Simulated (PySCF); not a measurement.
**Working out the ionisation energy of S⁺**

S⁺ [Ne] 3s2 3p3 (4S) → S²⁺ [Ne] 3s2 3p2 (3P). Calculation: PySCF 2.14, in aug-cc-pV(D+d)Z (5s4p3d, 32 functions); no relativity, point nucleus. Frozen: [Ne]. Energies in hartree (1 hartree = 27.21139 eV):

```json
{"part": "UHF", "S⁺ (lower)": "-397.159772", "S²⁺ (upper)": "-396.324755"}
{"part": "MP2 opposite-spin", "S⁺ (lower)": "-0.052186", "S²⁺ (upper)": "-0.045942"}
{"part": "MP2 same-spin", "S⁺ (lower)": "-0.019669", "S²⁺ (upper)": "-0.008768"}
```

Question: What does Hartree-Fock give?

Answer: (-396.324755) − (-397.159772) = 0.835017 hartree = 22.722 eV.

Question: What do MP2 and SCS-MP2 (6/5 opposite-spin, 1/3 same-spin) give?

Answer: The opposite-spin parts differ by 0.170 eV and the same-spin parts by 0.297 eV. MP2: 22.722 + (0.170) + (0.297) = 23.189 eV. SCS-MP2: 22.722 + 1.2 × (0.170) + (0.297)/3 = 23.025 eV.

A first-order spin-orbit estimate adds -0.061 eV to MP2 (valence), giving 23.128 eV against 23.338 eV (measured; NIST Atomic Spectra Database, ionization energies).

What remains against the reference includes basis incompleteness, the frozen core and correlation beyond second order.
